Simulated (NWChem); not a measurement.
System: CH3BrSZn; SMILES [Zn]([S]C)[Br]

Here is an NWChem input.

```
start job
memory heap 200 mb stack 900 mb global 1100 mb
geometry units angstroms
  Zn    -0.432227     0.078289    -0.207731
  Br     0.994123     0.677309     1.503000
  S     -0.596990    -1.387117    -1.931478
  C     -2.074729    -0.992675    -2.923476
  H     -2.972938    -1.114415    -2.327835
  H     -2.069062    -1.715305    -3.734546
  H     -2.003514     0.012185    -3.325517
end
basis spherical
  * library 6-31g*
end
dft
  xc b3lyp
  iterations 150
end
driver
  maxiter 120
end
task dft optimize
```

Not confirmed as a minimum by frequencies.

The level has its own optimisation.

Q: What results follow from this input? (B3LYP/6-31G* (spherical d).) Quantities: r Br–Zn (Å); r S–Zn (Å); r C–S (Å); r C–H (Å); dipole (D).

A: The r Br–Zn (Å) comes out as 2.233. The r S–Zn (Å) is 2.152, the r C–S (Å) is 1.853 and the r C–H (Å) is 1.092. The dipole (D) is 2.13.
